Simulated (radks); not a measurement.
Results of a calculation; reference values are marked as such.
Ionisation of the lanthanum ion La+, [Xe] 5d2, to [Xe] 5d1 as the strength of local exchange is varied. Level of theory: Dirac Kohn-Sham, Slater X-alpha exchange (alpha = 2/3 is LDA exchange), no correlation, spin-unpolarised, spherical densities, finite nucleus; open shells are shared between the two j in proportion to 2j + 1; Fermi nuclear charge, rms radius 4.855 fm (a radial shooting solver on a logarithmic mesh with Libxc functionals).

alpha = 0.667: E(La+) (hartree) -8485.1134; exchange (hartree) -191.9026; IE (eV) 9.886; -e of the level emptied (eV) 6.272 (5d5/2); <r> of it (bohr) 3.009
alpha = 0.694: E(La+) (hartree) -8492.8850; exchange (hartree) -199.8441; IE (eV) 10.125; -e of the level emptied (eV) 6.468 (5d5/2); <r> of it (bohr) 2.970
alpha = 0.826: E(La+) (hartree) -8530.9762; exchange (hartree) -238.8631; IE (eV) 11.354; -e of the level emptied (eV) 7.493 (5d5/2); <r> of it (bohr) 2.797
alpha = 0.934: E(La+) (hartree) -8562.2616; exchange (hartree) -271.0264; IE (eV) 12.436; -e of the level emptied (eV) 8.417 (5d5/2); <r> of it (bohr) 2.674
alpha = 0.937: E(La+) (hartree) -8563.1322; exchange (hartree) -271.9229; IE (eV) 12.467; -e of the level emptied (eV) 8.444 (5d5/2); <r> of it (bohr) 2.671
alpha = 1.049: E(La+) (hartree) -8595.6931; exchange (hartree) -305.5101; IE (eV) 13.662; -e of the level emptied (eV) 9.485 (5d5/2); <r> of it (bohr) 2.559

NIST Atomic Spectra Database: 11.185 eV (measured). The Delta-SCF value meets it near alpha = 0.81. Spin polarisation and multiplet splitting are left out, so open shells lie too high by an amount that depends on their filling. Sharing an open shell by 2j + 1 raises it above the true ground level by a part of the spin-orbit splitting, which enters the differences from NIST.

Beside tabulated values, note that spin-unpolarised runs miss the spin-polarisation part of the exchange energy of open shells.
